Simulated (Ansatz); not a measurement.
What each rung costs, and what it gives

Saddle point of GeNH5, closed shell (GeNH₅ ([NH2][GeH3]) → GeNH₃ ([NH][GeH2]) + H₂; bonds formed: H2–H4; bonds broken: Ge1–H2, N3–H4), PBE0-D4/def2-TZVP structure:

Ge1  (-0.608, -0.159, 0.100)
H2  (0.696, 0.801, 1.116)
N3  (0.505, 0.080, -1.251)
H4  (0.961, 0.613, 0.208)
H5  (-1.752, 0.844, 0.324)
H6  (-0.757, -1.387, 1.031)
H7  (0.954, -0.792, -1.526)
(Å)

Barriers are electronic and count from the start structure reached by relaxing down the imaginary mode.

Computed with Ansatz 0.2.0 (basis: as named in each row); correlated methods freeze the cores. Filled d shells of the heavier atoms are correlated. The def2 sets are not built for correlating such inner shells, so the correlated values are less sure here. B3LYP uses VWN-RPA correlation. Extrapolation: Hartree–Fock as exp(−7.88 √X), correlation as X^−2.97.

Times are rough, for one single point on 2 threads of a shared host (Arm Neoverse V1).

The estimate by CCSD(T) at an estimated basis limit (MP2 extrapolated from triple and quadruple zeta, plus CCSD(T) − MP2 in triple zeta) is 3.921 eV.

```csv
method,basis,time (s),barrier (eV),method less estimate
HF,STO-3G,under 1,7.648,3.726
SPW92,def2-SVP,under 1,3.606,-0.316
PBE-D4,STO-3G,under 1,5.611,1.690
PBE-D4,def2-SVP,under 1,3.621,-0.300
B3LYP-D4,6-31G,under 1,4.382,0.461
SPW92,def2-TZVPP,under 1,3.544,-0.377
PBE0-D4,def2-SVP,1,3.958,0.036
PBE-D4,def2-TZVPP,1,3.560,-0.361
BLYP-D4,def2-TZVPP,1,3.607,-0.314
CCSD(T),def2-SVP,2,4.182,0.260
PBE0-D4,def2-TZVPP,2,3.859,-0.062
B3LYP-D4,def2-TZVPP,2,3.860,-0.062
BHLYP-D4,def2-TZVPP,2,4.191,0.270
CAM-B3LYP-D4,def2-TZVPP,2,4.029,0.107
r2SCAN-D4,def2-TZVPP,3,3.773,-0.148
r2SCAN0-D4,def2-TZVPP,3,3.980,0.059
PBE-QIDH,def2-TZVPP,3,4.022,0.101
B2PLYP,def2-TZVPP,3,3.912,-0.009
RPA on PBE,def2-TZVPP,3,3.892,-0.029
wB97M-V,def2-SVP,4,4.090,0.169
wB97X-V,def2-TZVPP,5,4.049,0.128
B97M-V,def2-TZVPP,6,3.836,-0.086
wB97M-V,def2-TZVPP,7,3.985,0.064
MP2,def2-QZVPP,11,3.881,-0.040
CCSD(T),def2-TZVPP,24,3.988,0.066
```

All methods are single points on the PBE0-D4 structures.

The T1 diagnostic stays at or below 0.018. The restricted Hartree–Fock reference is unstable towards an unrestricted one at one or more of these structures.

Labels in which every atom is bracketed show which atoms are joined, not bond orders.
